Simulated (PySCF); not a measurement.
Constitutional and geometric isomers with formula CH5BSi. All species are isolated molecules in the gas phase. One relaxed conformer stands for each flexible species; it need not be the lowest. Strings in code marks are SMILES.

The numbers are results of B3LYP-D3(BJ)/def2-TZVP in PySCF, not measurements. B3LYP has the VWN-RPA correlation part, as in Gaussian. 

```tsv
species	HOMO–LUMO gap (eV)	LUMO (eV)	dipole moment (D)
`B=[SiH]C`	2.53	___	1.16
`[SiH2]1BC1`	___	-1.62	0.92
`B[SiH]=C`	3.51	-3.13	–
`B(C)=[SiH2]`	3.10	___	___
`[H]/B=C\[SiH3]`	5.17	-1.64	1.00
`C=B[SiH3]`	4.40	-2.13	0.41
```

### Question
What belongs in the gaps?

### Answer

- `B=[SiH]C`, LUMO (eV): -2.76
- `[SiH2]1BC1`, HOMO–LUMO gap (eV): 5.12
- `B(C)=[SiH2]`, LUMO (eV): -2.34
- `B(C)=[SiH2]`, dipole moment (D): 2.51
